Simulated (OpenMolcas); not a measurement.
# Cu4+: moving or changing the point charges

Cu4+ among 6 point charges of -1 e arranged as an octahedron (Oh), 2.05 Å from the ion.

```
Program             : OpenMolcas 26.06
Method              : CASSCF
Basis               : ANO-RCC-VDZP [5s4p2d1f]
Scalar Hamiltonian  : DKH2, point nucleus
Active space        : 7 electrons in 5 orbitals (3d)
State averaging     : 2S+1 = 4 even, 10 roots; 2S+1 = 2 even, 40 roots
Spin-orbit coupling : RASSI with atomic mean-field integrals over the reference wave functions
```

Runs around this geometry, states (labels of O, the rotations of Oh). Energies in cm-1 above the lowest state or level, χT in cm3 K/mol; under a threefold ground state the first gap can be a small split of the lowest multiplet, not the spin-orbit step; 10Dq and B are least-squares fits to the states below 45000 cm-1, weighted by degeneracy, with a free offset, and given where the rms deviation is under 5 % of |10Dq| (or 100 cm-1) and under 700 cm-1.

| R (Å) | q (e) | Ground state | First state of that spin | 10Dq | B (rms of fit) | First gap with spin-orbit (degeneracies) | χT at 300 K | First state of another spin |
| --- | --- | --- | --- | --- | --- | --- | --- | --- |
| 2.05 | -0.8 | 4T1 | 4T2 572.8 | 669 | 1585 (26) | 173.8 (2, 4) | 5.214 | 2T2 24420 |
| 1.85 | -1 | 4T1 | 4T2 1166 | 1348 | 1584 (46) | 314.6 (2, 4) | 4.799 | 2E 24627 |
| 2.05 | -1 | 4T1 | 4T2 716.7 | 835 | 1584 (31) | 211.9 (2, 4) | 5.107 | 2T2 24498 |
| 2.17 | -1 | 4T1 | 4T2 545.4 | 637 | 1585 (25) | 166.3 (2, 4) | 5.235 | 2T2 24407 |

Taking |10Dq| as R^-n, n = -ln(637 / 1348) / ln(2.17 / 1.85) = 4.7 between the shortest and longest distance. The point-charge formula for a cubic d site gives n = 5.

Scaling the charges by -0.8 / -1 = 0.80 scales |10Dq| by 669 / 835 = 0.80; with fixed orbitals a first-order splitting would follow the charge.

An orbital triplet at a regular site is open to Jahn-Teller coupling, which can distort the site and quench the lowest spin-orbit gaps and is left out. Without dynamic correlation the repulsion within the d shell is too large (B by tens of per cent), so at a given field states of lower spin stand too high. Point charges give a weaker field than real ligands, and real ions of this kind are often low spin; the high spin found here belongs to the model. The ground term spreads over less than 5000 cm-1, several times less than with real ligands, so orbital moments are less quenched and χT lies further from the spin-only value than at real sites. This field is weak: 10Dq is about 669 cm-1, while octahedral complexes of 3d ions of charge 3 and more, computed by the same method with explicit ligands, had a median near 15000 cm-1. Ground spin and moment need not be those of a real site (figures for R = 2.05, q = -0.8; the like holds for R = 1.85, q = -1, R = 2.05, q = -1, R = 2.17, q = -1). Point charges carry no covalency, so the field is a model and not that of real ligands. No measured value stands beside these numbers.
